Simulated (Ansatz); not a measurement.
Frontier orbitals of `[SiH3]B[CH2][SnH3]`.

Charge 0, multiplicity 1. Correlated methods include outer-core shells of Sn, which these sets cover unevenly. Sn: def2 effective core potential. Geometry: relaxed with PBE0-D4/def2-TZVP. It is one conformer, not always the lowest. Basis def2-TZVPP, the Gaussian-basis code of Ansatz.

Orbital energies of one run (eV). Highest occupied ones, from the top: -10.20, -10.73, -11.67, -11.70, -11.85, -12.13, -12.74, -14.83, -15.93, -17.36, -18.09, -22.82, -31.21, -31.24. Empty: 0.70, 1.62, 2.26, 2.47, 2.69, 3.16.

**Question.** Which functional gave them?
A. ωB97X-V
B. BLYP
C. r2SCANh
D. PBE0

**Answer.** A. HOMO energies: ωB97X-V -10.20, PBE0 -7.83, BLYP -6.53, r2SCANh -7.33 eV.
